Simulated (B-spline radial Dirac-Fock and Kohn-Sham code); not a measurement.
Satellites and hypersatellites of the K lines of Mn

System: atomic manganese in the configuration 1s2 2s2 2p6 3s2 3p6 3d4 4s2 4p1 (an excited configuration).

Input of the calculation (task.json; shells as n, l, electrons):

```json
{"items": [{
  "Z": 25,
  "q": 0,
  "cfg": [[1, 0, 2], [2, 0, 2], [2, 1, 6], [3, 0, 2], [3, 1, 6], [3, 2, 4], [4, 0, 2], [4, 1, 1]],
  "A": 55,
  "rrms": 3.7057,
  "do": ["binding", "quiet", "double"]
}]}
```

Command: `python xray_run.py task.json out`

Method: Dirac-Fock (average of configuration) total-energy differences with a finite nucleus, the Breit interaction including its frequency dependence, and self-energy and vacuum-polarisation corrections. Computed with an atomic code on a B-spline grid. Each two-hole energy is an average over J within one jj subconfiguration, not an observable level; in light atoms, where LS coupling holds, the j-resolved values are not observed lines, and for a K spectator the Kα1 hypersatellite is nearly forbidden. The model has no electron correlation.

Lines without a spectator: Kα2 (K-L2) 5885.6 eV, Kα1 (K-L3) 5895.7 eV, Kβ3 (K-M2) 6487.9 eV, Kβ1 (K-M3) 6489.2 eV. Shifts in eV with one spectator hole (a dash: not computed, or left out as unreliable):

```
spectator hole     Kα2     Kα1     Kβ3     Kβ1
        K (1s)  +260.8  +262.6  +325.6  +326.0
    L2 (2p1/2)  +23.34  +28.68       –   +66.8
    L3 (2p3/2)  +26.87  +25.67   +64.8       –
    M2 (3p1/2)       –   +1.84   +4.93   +6.45
    M3 (3p3/2)   +1.67       –   +6.14   +5.74
```
